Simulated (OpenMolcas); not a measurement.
A run on Tc3+ among 5 point charges of -1.6 e arranged as a square pyramid (C4v), 1.93 Å from the ion, with the axial distance 1.756 Å.

```json
{"Program": "OpenMolcas", "Method": "SS-CASPT2, IPEA 0.25 Eh, imaginary shift 0.1 Eh (closed shells correlated: 4s 4p)", "Basis": "ANO-RCC-VTZP [7s6p4d2f1g]", "Scalar Hamiltonian": "DKH2, point nucleus", "Active space": "4 electrons in 5 orbitals (4d)", "State averaging": "2S+1 = 5 even, 5 roots; 2S+1 = 3 even, 45 roots; 2S+1 = 1 even, 50 roots", "Spin-orbit coupling": "RASSI with atomic mean-field integrals over the reference wave functions"}
```

First CASPT2 step and the start of its output:

```
&CASPT2
Multistate=5 1 2 3 4 5
NoMult
Frozen=14
IPEA=0.25
Imaginary=0.1
MaxIter=60
WThr=0.0 0.3 0.05
PrWF=0.5
NoMix
```

```
--- CASPT2 ---
Orbital specifications:
      -----------------------

      Symmetry species                           1
                                                 a
      Frozen orbitals                           14
      Inactive orbitals                          4
      Active orbitals                            5
      Secondary orbitals                        45
      Deleted orbitals                           0
      Number of basis functions                 68
Type of calculation                        SS-CASPT2
      Fock operator                              state-specific
      IPEA shift                                 0.25
      Real shift                                 0.00
      Imaginary shift                            0.10
      The input orbitals will be transformed to quasi-canonical
Reference energy:       -4287.5802172254
      E2 (Non-variational):      -0.3198174403
      Shift correction:          -0.0001770406
      E2 (Variational):          -0.3199944810
      Total energy:           -4287.9002117064
      Residual norm:              0.0000001047
      Reference weight:           0.94198
      Contributions to the CASPT2 correlation energy
      Active & Virtual Only:         -0.0339359665
      One Inactive Excited:          -0.1466201592
      Two Inactive Excited:          -0.1392613147
Reference energy:       -4287.5396017349
      E2 (Non-variational):      -0.3190172184
      Shift correction:          -0.0001666897
      E2 (Variational):          -0.3191839081
      Total energy:           -4287.8587856430
      Residual norm:              0.0000001435
      Reference weight:           0.94299
      Contributions to the CASPT2 correlation energy
      Active & Virtual Only:         -0.0328846606
...
```

Over all roots the printed reference weights run from 0.02 to 0.94, and roots that are degenerate in the reference spread by up to 1.1 cm-1.

Q: Did the run give usable levels, and if not, why?

A: No. The equations converged, but the reference weight falls to 0.02 for at least one root against 0.94 for the best. A drop of that size marks an intruder state, so the energies of such roots and the levels built on them can't be trusted.
